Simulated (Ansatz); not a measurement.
Two isomers of CH7B2N: A = `CBBN`, B = `BCBN`.

Isolated molecules relaxed with PBE0-D4/def2-TZVP in Ansatz; ΔE leaves out vibrations. CBS: MP2 limit from def2 TZ/QZ plus the TZ coupled-cluster correction, frozen cores. DFT in def2-TZVPP. Each species was taken in one conformer, which may not be the lowest.

Question: Which is lower in electronic energy at CCSD(T)/CBS, and by how much? (An estimate is asked.)

Answer: The calculation gave: B, by 9.4 kcal/mol.

Question: Give E(B) − E(A) in kcal/mol with BLYP-D4, HF/def2-TZVPP, LDA (SPW92), PBE0-D4, MP2/def2-TZVPP, B2PLYP, CCSD(T)/def2-TZVPP. (Best estimate.)

Answer: Ansatz gave: BLYP-D4 -8.2, HF/def2-TZVPP -8.8, LDA (SPW92) -8.6, PBE0-D4 -8.3, MP2/def2-TZVPP -11.0, B2PLYP -9.0, CCSD(T)/def2-TZVPP -9.6. None reverses the order clearly.

Question: Does the order hold for the free energy at 298.15 K (harmonic terms from PBE0-D4)? (Estimate.)

Answer: The calculation gave: Yes: G(B) − G(A) = -9.5 kcal/mol, for one conformer each. Modes under 60 cm⁻¹, often nearly free rotors, make the harmonic entropy too high.

Largest T1 diagnostic: 0.012.

From BLYP to BHLYP (50 % exact exchange), in def2-TZVPP and without D4, E(B) − E(A) moves by −1.2 kcal/mol. At CCSD(T), def2-SVP lies −0.8 kcal/mol from the extrapolated value and def2-TZVPP −0.2 kcal/mol.
